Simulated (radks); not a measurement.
Values are calculated unless marked as measured or tabulated.
Species: K4+. Configuration: [Ne] 3s2 3p3. Level of theory: non-relativistic Kohn-Sham, PBE, spin-polarised, spherical densities, point nucleus; open shells are filled with parallel spins first (a radial shooting solver on a logarithmic mesh with Libxc functionals). Some entries of the table are withheld. Estimate them.

| orbital | occ. | eigenvalue (eV) | <r> (bohr) | <1/r> (bohr^-1) |
|---|---|---|---|---|
| 1s up | 1 | -3571.094 | 0.08155 | 18.54 |
| 1s down | 1 | -3570.183 | 0.08153 | 18.54 |
| 2s up | 1 | -413.9214 | 0.3892 | 3.775 |
| 2s down | 1 | -413.1001 | 0.3889 | 3.774 |
| 2p up | 3 | -343.8648 | 0.3501 | 3.700 |
| 2p down | 3 | -342.6939 | 0.3500 | 3.699 |
| 3s up | 1 | -91.1121 | 1.171 | 1.191 |
| 3s down | 1 | -85.7820 | 1.179 | 1.186 |
| 3p up | 3 | -73.3501 | 1.236 | 1.099 |
| 3p down | 0 | -68.2188 | 1.253 | 1.089 |
| 3d up | 0 | (1) | 1.370 | 0.8938 |
| 3d down | 0 | (2) | 1.413 | 0.8775 |
| 4s up | 0 | -33.2448 | (3) | 0.5117 |

Answer. 
(1) 3d up eigenvalue (eV): -46.8411
(2) 3d down eigenvalue (eV): -42.4154
(3) 4s up <r> (bohr): 2.673
